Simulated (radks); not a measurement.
Results of a calculation; reference values are marked as such.
Isoelectronic series with 10 electrons, all held in the configuration [Ne], which need not be the ground one along the series. Code: a radial shooting solver on a logarithmic mesh with Libxc functionals. Model: non-relativistic Kohn-Sham, BLYP, spin-polarised, spherical densities, point nucleus. Total energies (hartree) and mean radii <r> (bohr):

ion,E (hartree),2p,2s,1s
Ne,-128.97301,0.9830,0.8994,0.1582
Mg2+,-199.24478,0.6843,0.6973,0.1309
Al3+,-240.41022,0.5979,0.6253,0.1205
Si4+,-285.58672,0.5317,0.5665,0.1116
P5+,-334.77119,0.4791,0.5177,0.1040
S6+,-387.96163,0.4362,0.4766,0.09726
Cl7+,-445.15668,0.4005,0.4415,0.09137
Ar8+,-506.35537,0.3703,0.4112,0.08615
K9+,-571.55700,0.3444,0.3848,0.08150
Ca10+,-640.76104,0.3220,0.3616,0.07732
Sc11+,-713.96706,0.3023,0.3410,0.07354
Ti12+,-791.17476,0.2849,0.3227,0.07012
V13+,-872.38388,0.2694,0.3062,0.06700
Cr14+,-957.59421,0.2555,0.2913,0.06414
Mn15+,-1046.80559,0.2430,0.2778,0.06152
Fe16+,-1140.01787,0.2317,0.2655,0.05910
Co17+,-1237.23095,0.2214,0.2542,0.05687
Ni18+,-1338.44472,0.2119,0.2439,0.05479
Cu19+,-1443.65911,0.2033,0.2344,0.05287
Zn20+,-1552.87405,0.1953,0.2255,0.05107
Ga21+,-1666.08947,0.1879,0.2174,0.04939
